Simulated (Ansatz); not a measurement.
Ge(NCS)H3 (CH3GeNS). The state is a singlet with charge 0. Geometry PBE-D4/def2-SVP; atoms count from 1.

```xyz
7

Ge   -0.762   -0.789   -0.387
N     0.428    0.470    0.211
C     1.226    1.276    0.621
S     2.274    2.343    1.158
H     0.066   -2.005   -0.865
H    -1.557   -0.144   -1.545
H    -1.676   -1.151    0.806
```

Question: Estimate the Mulliken populations from the PBE0/def2-TZVP orbitals of Ansatz.

Answer: 
| atom | charge (e) |
| --- | --- |
| Ge1 | 0.21 |
| N2 | -0.26 |
| C3 | 0.16 |
| S4 | -0.19 |
| H5 | 0.03 |
| H6 | 0.03 |
| H7 | 0.03 |
Mulliken values depend strongly on the basis.

Question: And the Mayer bond orders between heavy atoms (over 0.3)?

Answer: Ge1–N2 0.92 (1.83 Å); N2–C3 2.07 (1.21 Å); C3–S4 2.03 (1.59 Å).
